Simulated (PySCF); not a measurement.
C5H9O (SMILES C[CH]CC(C)=O), doublet, at a GFN2-xTB geometry; CCSD(T)/STO-3G (PySCF).

Input for PySCF:
```python
from pyscf import gto, scf, cc

mol = gto.Mole()
mol.atom = '''
    C     2.01685383    0.80289467   -0.48140274
    C     1.33415159   -0.30002265    0.22624077
    C     0.18048958   -0.09743068    1.11550787
    C    -0.93942580   -0.33502409    0.09699403
    C    -1.41905845    0.90917696   -0.60521402
    O    -1.35994096   -1.44168771   -0.14671316
    H     3.09936272    0.66919323   -0.42202659
    H     1.77128539    0.81785147   -1.54982399
    H     1.76309763    1.77067124   -0.05271276
    H     1.58722937   -1.31094778   -0.04541413
    H     0.13513096    0.90710448    1.53212895
    H     0.12280901   -0.85337034    1.89873004
    H    -2.05478452    0.63868661   -1.44469551
    H    -0.58436427    1.51025346   -0.95343809
    H    -1.99830289    1.50649421    0.09820203
'''
mol.basis = 'sto-3g'
mol.spin = 1
mol.verbose = 4
mol.build()

mf = scf.UHF(mol)
mf.kernel()

mycc = cc.CCSD(mf)
mycc.kernel()
et = mycc.ccsd_t()
print('E(CCSD(T)) = %.10f' % (mycc.e_tot + et))
```

Question: Write the output that PySCF gives for this input, abridged.

Answer: 
```
PySCF version 2.14.0

[INPUT] verbose = 4
[INPUT] num. atoms = 15
[INPUT] num. electrons = 47
[INPUT] charge = 0
[INPUT] spin (= nelec alpha-beta = 2S) = 1
[INPUT] symmetry False subgroup None
[INPUT] Mole.unit = angstrom
[INPUT] Symbol           X                Y                Z      unit          X                Y                Z       unit  Magmom
[...]
nuclear repulsion = 233.994993765046
number of shells = 27
number of NR pGTOs = 117
number of NR cGTOs = 39
basis = sto-3g
ecp = {}

******** <class 'pyscf.scf.uhf.UHF'> ********
method = UHF
initial guess = minao
damping factor = 0
level_shift factor = 0
DIIS = <class 'pyscf.scf.diis.CDIIS'>
diis_start_cycle = 1
diis_space = 8
diis_damp = 0
SCF conv_tol = 1e-09
SCF conv_tol_grad = None
SCF max_cycles = 50
direct_scf = True
direct_scf_tol = 1e-13
number electrons alpha = 24  beta = 23
Set gradient conv threshold to 3.16228e-05
init E= -267.185463353893

cycle= 1 E= -265.826354311211  delta_E= 1.36  |g|= 0.475  |ddm|= 3.32
cycle= 2 E= -265.958923865643  delta_E= -0.133  |g|= 0.378  |ddm|= 1.07
cycle= 3 E= -266.034770407743  delta_E= -0.0758  |g|= 0.0622  |ddm|= 0.423
cycle= 4 E= -266.042667691074  delta_E= -0.0079  |g|= 0.0214  |ddm|= 0.195
cycle= 5 E= -266.043564560749  delta_E= -0.000897  |g|= 0.00977  |ddm|= 0.0642
cycle= 6 E= -266.043780093523  delta_E= -0.000216  |g|= 0.00594  |ddm|= 0.0294
cycle= 7 E= -266.043912973843  delta_E= -0.000133  |g|= 0.00562  |ddm|= 0.0198
cycle= 8 E= -266.043943560048  delta_E= -3.06e-05  |g|= 0.00569  |ddm|= 0.00428
cycle= 9 E= -266.04347704294  delta_E= 0.000467  |g|= 0.00413  |ddm|= 0.0774
cycle= 10 E= -266.0432212694  delta_E= 0.000256  |g|= 0.00228  |ddm|= 0.0816
cycle= 11 E= -266.043192249544  delta_E= 2.9e-05  |g|= 0.00133  |ddm|= 0.0353
cycle= 12 E= -266.043193400319  delta_E= -1.15e-06  |g|= 0.000872  |ddm|= 0.0147
cycle= 13 E= -266.043197168793  delta_E= -3.77e-06  |g|= 0.000395  |ddm|= 0.0106
cycle= 14 E= -266.043198090034  delta_E= -9.21e-07  |g|= 0.000178  |ddm|= 0.00376
cycle= 15 E= -266.043198214332  delta_E= -1.24e-07  |g|= 8.66e-05  |ddm|= 0.00117
cycle= 16 E= -266.043198238815  delta_E= -2.45e-08  |g|= 2.31e-05  |ddm|= 0.000672
cycle= 17 E= -266.0431982399  delta_E= -1.09e-09  |g|= 9.19e-06  |ddm|= 0.000109
cycle= 18 E= -266.043198240208  delta_E= -3.07e-10  |g|= 4.71e-06  |ddm|= 7.71e-05
Extra cycle  E= -266.043198240254  delta_E= -4.66e-11  |g|= 3.5e-06  |ddm|= 1.04e-05
converged SCF energy = -266.043198240254  <S^2> = 0.78396302  2S+1 = 2.0336794

******** <class 'pyscf.cc.uccsd.UCCSD'> ********
CC2 = 0
CCSD nocc = (np.int64(24), np.int64(23)), nmo = (39, 39)
max_cycle = 50
direct = 0
conv_tol = 1e-07
conv_tol_normt = 1e-06
diis_space = 6
diis_start_cycle = 0
diis_start_energy_diff = 1e+09
Init t2, MP2 energy = -0.300033635479806
Init E_corr(UCCSD) = -0.300033635496007
cycle = 1  E_corr(UCCSD) = -0.351253861345929  dE = -0.0512202258  norm(t1,t2) = 0.105445
cycle = 2  E_corr(UCCSD) = -0.37098670217724  dE = -0.0197328408  norm(t1,t2) = 0.0419391
cycle = 3  E_corr(UCCSD) = -0.381459349264552  dE = -0.0104726471  norm(t1,t2) = 0.0231478
cycle = 4  E_corr(UCCSD) = -0.384339618563134  dE = -0.0028802693  norm(t1,t2) = 0.0097889
cycle = 5  E_corr(UCCSD) = -0.383927835569388  dE = 0.000411782994  norm(t1,t2) = 0.00523283
cycle = 6  E_corr(UCCSD) = -0.383946581854277  dE = -1.87462849e-05  norm(t1,t2) = 0.00172596
cycle = 7  E_corr(UCCSD) = -0.383962586460009  dE = -1.60046057e-05  norm(t1,t2) = 0.000933118
cycle = 8  E_corr(UCCSD) = -0.383961207936542  dE = 1.37852347e-06  norm(t1,t2) = 0.000569887
cycle = 9  E_corr(UCCSD) = -0.383966273381654  dE = -5.06544511e-06  norm(t1,t2) = 0.000387981
cycle = 10  E_corr(UCCSD) = -0.383964842808296  dE = 1.43057336e-06  norm(t1,t2) = 0.000154984
cycle = 11  E_corr(UCCSD) = -0.383962772811082  dE = 2.06999721e-06  norm(t1,t2) = 6.88569e-05
cycle = 12  E_corr(UCCSD) = -0.383960296879368  dE = 2.47593171e-06  norm(t1,t2) = 3.54191e-05
cycle = 13  E_corr(UCCSD) = -0.383959451074442  dE = 8.45804926e-07  norm(t1,t2) = 1.92935e-05
cycle = 14  E_corr(UCCSD) = -0.383959065886401  dE = 3.85188041e-07  norm(t1,t2) = 1.20476e-05
cycle = 15  E_corr(UCCSD) = -0.383958997589664  dE = 6.82967374e-08  norm(t1,t2) = 6.92062e-06
cycle = 16  E_corr(UCCSD) = -0.383958968927746  dE = 2.86619182e-08  norm(t1,t2) = 3.53168e-06
cycle = 17  E_corr(UCCSD) = -0.383958949646241  dE = 1.92815042e-08  norm(t1,t2) = 2.31776e-06
cycle = 18  E_corr(UCCSD) = -0.383958958795206  dE = -9.14896509e-09  norm(t1,t2) = 1.31225e-06
cycle = 19  E_corr(UCCSD) = -0.383958963985918  dE = -5.19071119e-09  norm(t1,t2) = 7.29905e-07
UCCSD converged
E(UCCSD) = -266.42715720424  E_corr = -0.3839589639859176
UCCSD(T) correction = -0.00502359287382197
E(CCSD(T)) = -266.4321807971
```
